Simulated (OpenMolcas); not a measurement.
## F III: effect of the level shift or regulariser

```
Program             : OpenMolcas 26.06
Basis               : ANO-RCC-VTZP [4s3p2d1f]
Scalar Hamiltonian  : DKH2, point nucleus
Active space        : 3 electrons in 3 orbitals (2p)
State averaging     : 2S+1 = 4 odd, 1 root; 2S+1 = 2 odd, 8 roots
Spin-orbit coupling : state interaction with AMFI integrals over the reference wave functions, term energies averaged over their components
```

Methods on the same reference wave functions:
A. CASSCF
B. SS-CASPT2, IPEA 0.25 Eh, imaginary shift 0.1 Eh (closed shells correlated: 1s 2s)
C. SS-CASPT2, IPEA 0.25 Eh, real shift 0.2 Eh (closed shells correlated: 1s 2s)
D. SS-CASPT2, IPEA 0.25 Eh, sigma2 regulariser 0.3 Eh (closed shells correlated: 1s 2s)

Energies in eV above 2s2 2p3 4S* 3/2.

```csv
Level,A,B,C,D
2s2 2p3 4S* 3/2,0.0000,0.0000,0.0000,0.0000
2s2 2p3 2D* 3/2,4.6631,4.323,4.323,4.323
2s2 2p3 2D* 5/2,4.6640,4.324,4.324,4.324
2s2 2p3 2P* 1/2,7.7386,6.823,6.827,6.823
2s2 2p3 2P* 3/2,7.7398,6.824,6.829,6.824
```

Among B to D the level of the table that moves most is 2s2 2p3 2P* 1/2, by 37 cm-1 (lowest in D, highest in C). Moves below CASPT2's spread within the term are not significant.

From A to B the spin-free energies of the other terms of 2s2 2p3 shown, above 4S*, scale by factors of 0.88 to 0.93.

The lowest spin-free term lies below A's lowest term by 0.111 hartree in B, 0.111 hartree in C, 0.111 hartree in D.

Term energies are means over components that CASPT2 splits; among the terms shown or strongly mixed into the levels shown the widest spread is 140 cm-1 (2s2 2p3 2D*, D). With the s shell closed, the reference lacks s² → p² mixing. Levels of configurations outside the active space are missing.

* marks odd parity.
